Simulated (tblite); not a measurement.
Isomers of C7H13NOSi. Computed with GFN2-xTB (tblite): harmonic, unscaled wavenumbers at the GFN2-xTB geometry, gas phase. Errors from tens to a few hundred cm⁻¹ against measured bands are possible. Modes of hydrogen on silicon can be 10 to 20 % off. One conformer each.

Electronic energies: GFN2-xTB at the same geometries; isomer energies are rough at this level and their order can be wrong.

```csv
SMILES,"electronic energy, lowest = 0 (kJ/mol)"
C#C[C@H]1CCO[SiH2]CNC1,134.9
CC[Si@H](NC)c1ccco1,77.7
[H]/N=C\C=C1\C[SiH2]CCCO1,185.4
C/C(C#N)=C\[Si@@H](O)C(C)C,116.0
O=C1CCCN1C1C[SiH2]C1,23.2
CC(C)(C)O[SiH2]/C=C\C#N,73.3
CC#C[Si@H](O)N1CCCC1,0.0
```

Question: How do GFN2-xTB zero-point energies change the relative energies?

Answer: 
| SMILES | ZPE (kJ/mol) | of it from modes above 1550 cm⁻¹ | electronic (kJ/mol) | with ZPE, lowest = 0 (kJ/mol) | lowest mode (cm⁻¹) | rings |
| --- | --- | --- | --- | --- | --- | --- |
| CC#C[Si@H](O)N1CCCC1 | 489.1 | 245.6 | 0.0 | 0.0 | 10i | 1 |
| O=C1CCCN1C1C[SiH2]C1 | 489.8 | 234.5 | 23.2 | 24.0 | 40 | 2 |
| CC(C)(C)O[SiH2]/C=C\C#N | 476.1 | 250.4 | 73.3 | 60.4 | 35 | 0 |
| CC[Si@H](NC)c1ccco1 | 488.4 | 243.4 | 77.7 | 77.0 | 20i | 1 |
| C/C(C#N)=C\[Si@@H](O)C(C)C | 481.3 | 257.6 | 116.0 | 108.1 | 32 | 0 |
| C#C[C@H]1CCO[SiH2]CNC1 | 485.6 | 238.5 | 134.9 | 131.5 | 76 | 1 |
| [H]/N=C\C=C1\C[SiH2]CCCO1 | 484.8 | 245.0 | 185.4 | 181.1 | 38 | 1 |

The zero-point energies span 13.7 kJ/mol, from `CC(C)(C)O[SiH2]/C=C\C#N` to `O=C1CCCN1C1C[SiH2]C1`. Slightly imaginary modes are left out of the zero-point energy: `CC#C[Si@H](O)N1CCCC1` 10.2i cm⁻¹ and `CC[Si@H](NC)c1ccco1` 19.7i cm⁻¹. The order is unchanged.

Question: What do entropy and thermal enthalpy add at 298.15 K and 1 bar (rigid rotor, harmonic oscillator, one conformer each)?

Answer: 
```csv
SMILES,point group,symmetry number,S (J/(mol K)),H − H(0) (kJ/mol),ZPE + H − H(0) − TS (kJ/mol)
O=C1CCCN1C1C[SiH2]C1,C1,1,425.8,30.11,393.0
CC(C)(C)O[SiH2]/C=C\C#N,C1,1,479.3,37.41,370.7
C/C(C#N)=C\[Si@@H](O)C(C)C,C1,1,493.9,39.10,373.1
C#C[C@H]1CCO[SiH2]CNC1,C1,1,426.6,31.86,390.3
[H]/N=C\C=C1\C[SiH2]CCCO1,C1,1,432.8,31.70,387.5
```

Not tabulated: `CC#C[Si@H](O)N1CCCC1` (lowest mode only 10i cm⁻¹); `CC[Si@H](NC)c1ccco1` (lowest mode only 20i cm⁻¹).
